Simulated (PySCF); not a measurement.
# Reading the logs of faulty runs: BClFH2Si

All numbers below are calculated, not measured. The program is PySCF 2.14.0, an open-source quantum chemistry code, run on an isolated molecule that a program drew, which may never have been made. The molecule is BClFH2Si (charge 0, doublet), drawn as the SMILES string `B[Si](F)Cl`.

Each row is a Hartree-Fock (HF) and frozen-core CCSD(T) single point in the cc-pV(D+d)Z basis, meant for a local HF minimum. Run 1 is clean. Each other run has one planted mistake out of seven kinds, and not every kind appears here: one electron removed, one electron added, multiplicity raised by two, geometry at a saddle point, minimal basis STO-3G, one bond length entered in bohr, all coordinates scaled. The reference is restricted for singlets and unrestricted otherwise, and also for a bond in bohr. Adding or removing an electron swaps singlet and doublet. Electrons count all cores. HOMO and LUMO are orbital energies over both spins, the gradient is its largest component, and the lowest frequency (negative if imaginary) is given only where the gradient is small. Bond lengths are over the 5 bonds as drawn. T1 is the CCSD diagnostic: over 0.02 (restricted) or 0.045 (unrestricted) a single reference is doubtful.

Geometry of the clean run:
```xyz
6
BClFH2Si, angstrom
B    -3.2784    0.5116    0.0714
Si   -1.6762   -0.1926   -0.6647
F    -0.1930    0.1884   -0.2037
Cl   -1.4714   -1.5542   -2.1575
H    -3.1908    1.3107    0.9542
H    -4.3118    0.1238   -0.3838
```

```
run,electrons,basis functions,<S^2>,HOMO (eV),LUMO (eV),gradient (hartree/bohr),lowest frequency (cm^-1),mean bond (Å),longest bond (Å),T1,HF (hartree),CCSD(T) (hartree),mistake
1,47,84,0.761,-8.55,0.43,8.7e-06,32,1.5833,2.031,0.0160,-873.77744,-874.31664,no fault
2,47,30,0.756,-5.72,4.33,3.0e-02,-,1.5833,2.031,0.0213,-863.75390,-863.87628,minimal basis STO-3G
3,48,84,0.000,-1.06,8.71,6.1e-02,-,1.5833,2.031,0.0140,-873.78792,-874.36186,one electron added
4,47,84,0.880,-8.94,0.83,1.9e-02,-,1.9212,3.588,0.0335,-873.70373,-874.23078,one bond length entered in bohr
5,47,84,3.763,-5.79,-3.43,1.1e-01,-,1.5833,2.031,0.0487,-873.54058,-874.07074,?
6,46,84,0.000,-18.92,-7.04,8.8e-02,-,1.5833,2.031,0.0167,-873.49141,-874.01969,?
```

**Which mistake was planted in run 5, and what did it cost?**

Electrons, basis and geometry are unchanged, and <S^2> is 3.763, beside S(S+1) = 3.75 for a multiplicity of 4. So the mistake is: multiplicity raised by two. Subtracting run 1 and multiplying by 627.51 kcal/mol a hartree, the energy moved by 148.6 kcal/mol in HF and 154.3 kcal/mol in CCSD(T).

**Which mistake was planted in run 6, and what did it cost?**

It counts 46 electrons, one fewer than the clean run, at the same geometry and basis. So the mistake is: one electron removed. Subtracting run 1 and multiplying by 627.51 kcal/mol a hartree, the energy moved by 179.5 kcal/mol in HF and 186.3 kcal/mol in CCSD(T).

Cautions from the logs. Run 5: T1 is over the limit, so its CCSD(T) energy is less reliable.
